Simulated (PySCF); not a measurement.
B(CF3)(H)2 (CH₂BF₃), SMILES BC(F)(F)F. Atoms are numbered in the order given.

```xyz
7

B     -1.5674     0.4123     0.0000
C     -0.0132     0.0476     0.0000
F      0.0223    -1.3138     0.0000
F      0.6658     0.4707     1.0806
F      0.6658     0.4707    -1.0806
H     -2.1342     0.5019     1.0528
H     -2.1342     0.5019    -1.0528
```

Geometry: B3LYP-D3(BJ)/def2-SVP.

The numbers are results of CAM-B3LYP/def2-TZVP run with PySCF, not measurements.

ESP charges are fitted to the potential on shells at 1.4 to 2.0 van der Waals radii. Atomic charges (e):

```
atom  Löwdin  Mulliken    IAO  ESP fit
----  ------  --------  -----  -------
B1     -0.08     -0.08   0.09     0.26
C2     -0.64      0.52   0.70     0.48
F3      0.20     -0.18  -0.29    -0.20
F4      0.20     -0.18  -0.29    -0.20
F5      0.20     -0.18  -0.29    -0.20
H6      0.07      0.05   0.03    -0.07
H7      0.07      0.05   0.03    -0.07
```

Computed Mayer and Wiberg (Löwdin basis) orders of the bonds:
| bond | Mayer | Wiberg |
|---|---|---|
| B1–C2 | 1.00 | 1.15 |
| C2–F3 | 1.05 | 1.68 |
| C2–F4 | 1.11 | 1.75 |
| C2–F5 | 1.11 | 1.75 |
| B1–H6 | 0.98 | 0.93 |
| B1–H7 | 0.98 | 0.93 |
